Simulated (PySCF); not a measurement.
C3H4BF3, SMILES B(/C(C)=C\F)(F)F.

Geometry: ωB97X-D3(BJ)/def2-SVP. The structure was generated by enumeration; whether it is a known compound was not checked. The values are those of a single conformer.

Computed with ωB97X-D3(BJ)/def2-SVP run with PySCF.

No scaling factor is applied to the harmonic values.

Computed normal modes with their intensities:
```tsv
mode	ν (cm⁻¹)	IR (km/mol)	moving atoms (share of kinetic energy)
1	49	0.1	F 87 %, C 10 %
2	155	0.1	H 96 %
3	163	0.7	F 80 %, C 14 %
4	255	0.1	F 48 %, C 28 %, H 18 %
5	286	0.0	C 58 %, H 20 %, F 14 %, B 8 %
6	316	1.9	C 46 %, H 31 %, F 16 %
7	370	5.0	F 69 %, C 16 %, B 9 %
8	478	16.3	F 54 %, C 32 %, H 9 %
9	612	7.4	C 57 %, F 32 %, H 10 %
10	712	75.5	B 69 %, C 18 %
11	713	1.7	F 58 %, C 28 %
12	939	8.2	H 68 %, C 30 %
13	1018	4.3	H 66 %, C 30 %
14	1062	0.6	H 66 %, C 34 %
15	1168	44.4	C 54 %, B 16 %, H 15 %, F 15 %
16	1208	190.5	C 52 %, F 33 %, H 9 %
17	1328	103.9	H 65 %, B 19 %, F 8 %
18	1409	164.7	B 44 %, H 26 %, C 16 %, F 14 %
19	1419	63.7	H 64 %, C 18 %, B 14 %
20	1464	8.4	H 97 %
21	1465	222.2	B 41 %, C 25 %, H 23 %, F 10 %
22	1482	102.8	H 80 %, C 11 %
23	1768	209.6	C 93 %
24	3067	18.9	H 97 %
25	3155	8.7	H 91 %, C 9 %
26	3164	12.2	H 90 %, C 10 %
27	3200	10.8	H 91 %, C 9 %
```
